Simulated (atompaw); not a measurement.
u(r) = r·R(r): atom against pseudo-atom (potassium)

Columns: radius, all-electron u(r) and pseudo u(r) of the 4s shell (level -4.28 eV) of potassium in the configuration [Ne] 3s2 3p6 3d0 4s0.5 4p0; PBE, scalar-relativistic, PAW (atompaw) scheme, atompaw 4.2.0.5.

```json
{"r (bohr)": "0.115", "all-electron": "0.0125", "pseudo": "-0.1189"}
{"r (bohr)": "0.231", "all-electron": "0.1240", "pseudo": "-0.2299"}
{"r (bohr)": "0.346", "all-electron": "0.0985", "pseudo": "-0.3230"}
{"r (bohr)": "0.462", "all-electron": "0.0068", "pseudo": "-0.3935"}
{"r (bohr)": "0.577", "all-electron": "-0.0898", "pseudo": "-0.4364"}
{"r (bohr)": "0.692", "all-electron": "-0.1640", "pseudo": "-0.4511"}
{"r (bohr)": "0.808", "all-electron": "-0.2082", "pseudo": "-0.4388"}
{"r (bohr)": "0.923", "all-electron": "-0.2226", "pseudo": "-0.4030"}
{"r (bohr)": "1.038", "all-electron": "-0.2123", "pseudo": "-0.3489"}
{"r (bohr)": "1.154", "all-electron": "-0.1832", "pseudo": "-0.2816"}
{"r (bohr)": "1.269", "all-electron": "-0.1415", "pseudo": "-0.2081"}
{"r (bohr)": "1.385", "all-electron": "-0.0912", "pseudo": "-0.1324"}
{"r (bohr)": "1.500", "all-electron": "-0.0371", "pseudo": "-0.0598"}
{"r (bohr)": "1.615", "all-electron": "0.0185", "pseudo": "0.0080"}
{"r (bohr)": "1.731", "all-electron": "0.0740", "pseudo": "0.0703"}
{"r (bohr)": "1.846", "all-electron": "0.1271", "pseudo": "0.1264"}
{"r (bohr)": "1.962", "all-electron": "0.1777", "pseudo": "0.1778"}
{"r (bohr)": "2.077", "all-electron": "0.2245", "pseudo": "0.2245"}
{"r (bohr)": "2.192", "all-electron": "0.2675", "pseudo": "0.2675"}
{"r (bohr)": "2.308", "all-electron": "0.3069", "pseudo": "0.3069"}
{"r (bohr)": "2.423", "all-electron": "0.3421", "pseudo": "0.3421"}
{"r (bohr)": "2.538", "all-electron": "0.3735", "pseudo": "0.3735"}
{"r (bohr)": "2.654", "all-electron": "0.4013", "pseudo": "0.4013"}
{"r (bohr)": "2.769", "all-electron": "0.4254", "pseudo": "0.4254"}
{"r (bohr)": "2.885", "all-electron": "0.4462", "pseudo": "0.4462"}
{"r (bohr)": "3.000", "all-electron": "0.4637", "pseudo": "0.4637"}
```

Q: How many radial nodes do the two functions have?

A: The all-electron 4s function has n − l − 1 = 3 (the table is too coarse to show those close to the nucleus); the pseudo-wave has 1, since 1 lower shell of the same l stays in the valence.

Q: At about which radius was the pseudo-wave matched?

A: 2.15 bohr. The columns agree to 0.0005 from 1.96 bohr on; several derivatives are matched, so the curves merge somewhat inside the radius.

Q: Is the pseudo-wave norm-conserving?

A: No, it belongs to a PAW set: the norm inside the radius is not constrained, and the difference is carried by the augmentation charge.
